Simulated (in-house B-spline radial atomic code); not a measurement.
Radial electron density of the aluminium ion Al⁸⁺, [He] 2s2 2p1. All numbers are computed (scalar-relativistic (X2C) B3LYP, spin-polarised, spherical fractional occupations, exact exchange averaged over the configuration; Fermi nucleus of rms radius 3.061 fm) with a radial B-spline atomic code at the basis-set limit, not measured.

Columns: r (bohr), 4πr²n(r) (electrons per bohr), bar.

```
 0.00444   0.3449 #
 0.00516   0.4542 #
   0.006    0.597 ##
 0.00698   0.7827 ##
 0.00812    1.022 ###
 0.00945     1.33 ####
   0.011    1.722 #####
  0.0128    2.213 #######
  0.0149    2.826 #########
  0.0173    3.564 ###########
  0.0201    4.456 #############
  0.0234    5.521 #################
  0.0272    6.735 ####################
  0.0317    8.111 #########################
  0.0369    9.573 #############################
  0.0429    11.04 #################################
  0.0499    12.42 ######################################
  0.0581    13.58 #########################################
  0.0675    14.34 ###########################################
  0.0786    14.56 ############################################
  0.0914    14.13 ###########################################
   0.106    13.05 #######################################
   0.124    11.31 ##################################
   0.144    9.319 ############################
   0.167    7.367 ######################
   0.195    5.732 #################
   0.227    4.825 ###############
   0.264    4.687 ##############
   0.307    5.134 ################
   0.357    5.772 #################
   0.415     6.14 ###################
   0.483    5.902 ##################
   0.561    5.006 ###############
   0.653    3.662 ###########
    0.76    2.271 #######
   0.884    1.173 ####
    1.03   0.4866 #
     1.2   0.1587 
    1.39  0.04166 
    1.62 0.007515 
    1.88 0.0009747
```

On this grid the curve has 2 maxima, near 0.0786, 0.415 bohr.

The 2s down radial function P(r) = rR(r), positive near the nucleus:

| r (bohr) | P |
| --- | --- |
| 0.00154 | 0.04469 |
| 0.00208 | 0.05947 |
| 0.00282 | 0.07924 |
| 0.00381 | 0.1049 |
| 0.00516 | 0.1386 |
| 0.00698 | 0.1819 |
| 0.00945 | 0.2369 |
| 0.0128 | 0.3052 |
| 0.0173 | 0.3863 |
| 0.0234 | 0.4783 |
| 0.0317 | 0.5742 |
| 0.0429 | 0.6572 |
| 0.0581 | 0.7004 |
| 0.0786 | 0.664 |
| 0.106 | 0.5033 |
| 0.144 | 0.172 |
| 0.195 | -0.3157 |
| 0.264 | -0.872 |
| 0.357 | -1.313 |
| 0.483 | -1.434 |
| 0.653 | -1.16 |
| 0.884 | -0.6645 |
| 1.2 | -0.2453 |
| 1.62 | -0.05322 |
